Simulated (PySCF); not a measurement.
**Zn²⁺: ionisation energy**

Zn²⁺ [Ar] 3d10 (1S) → Zn³⁺ [Ar] 3d9 (2D), as a difference of total energies. Computed with PySCF 2.14 in aug-cc-pVDZ-DK (7s6p4d2f, 59 functions), with the spin-free X2C one-electron Hamiltonian (Gaussian nucleus). Correlated levels: valence: [Ar] frozen. The calculations carry no spin-orbit coupling.

Problem. Order these methods by the ionisation energy they give, lowest first.
A. CCSD(T) (valence)
B. UHF
C. CCSD (valence)
D. SCS-MP2 (valence)

Solution. B (37.080 eV), C (39.308 eV), A (39.397 eV), D (39.565 eV).

The reference lies between the lowest fine-structure levels, while these numbers refer to the centres of the terms.

Errors of the correlated levels include the incompleteness of this basis and the frozen core.

For comparison: 39.723 eV (measured; NIST Atomic Spectra Database, ionization energies).
